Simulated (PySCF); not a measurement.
Compound: BF3H3P.
Z-matrix (Å and degrees, PBE0-D3(BJ)/def2-SVP geometry), rows numbered from 1:
```
B 
P   1  1.8347
F   2  1.5707  1  118.18
F   2  1.5702  1  117.76  3  -119.99
F   2  1.5702  1  117.99  3   120.00
H   1  1.2161  2  102.95  3   -60.20
H   1  1.2173  2  102.39  3   179.81
H   1  1.2171  2  102.58  3    60.21
```

The closed-shell ground state was solved at several levels (PySCF, density fitting, gas phase, non-relativistic).

| level | basis functions | total energy (Eh) | HOMO (eV) | LUMO (eV) | gap (eV) | dipole (D) |
| --- | --- | --- | --- | --- | --- | --- |
| PBE0/IGLO-III | 214 | -667.3409 | -9.84 | -0.16 | 9.68 | 1.26 |
| PBE0/aug-cc-pVDZ | 146 | -667.1967 | -9.82 | -0.24 | 9.58 | 1.17 |
| PBE0/cc-pVTZ | 196 | -667.3199 | -9.80 | -0.05 | 9.75 | 1.33 |
| PBE0/pcSseg-0 | 55 | -665.9401 | -10.28 | -0.42 | 9.86 | 0.89 |

(1) What might PBE0/cc-pVDZ (89 basis functions) give for the same quantities?

(2) Over all these levels, which gives the widest orbital gap and which the narrowest?

(3) How much does the basis alone move the frontier levels among the 5 PBE0 rows (the withheld one included)?

(4) How far do the dipole and the HOMO energy spread over the levels?

## Answers

(1) Total energy -667.1584 Eh, HOMO -9.71 eV, LUMO 0.11 eV, gap 9.82 eV, dipole 1.37 D.

(2) PBE0/pcSseg-0 has the widest, 9.86 eV, and PBE0/aug-cc-pVDZ the narrowest, 9.58 eV. From the narrowest to the widest the HOMO moves by -0.46 eV and the LUMO by -0.18 eV.

(3) The HOMO by 0.57 eV and the LUMO by 0.53 eV. By rising basis size (HOMO, LUMO in eV): pcSseg-0 -10.28, -0.42; cc-pVDZ -9.71, 0.11; aug-cc-pVDZ -9.82, -0.24; cc-pVTZ -9.80, -0.05; IGLO-III -9.84, -0.16.

(4) The dipole runs from 0.89 to 1.37 D (mean 1.20 D) and the HOMO from -10.28 to -9.71 eV.
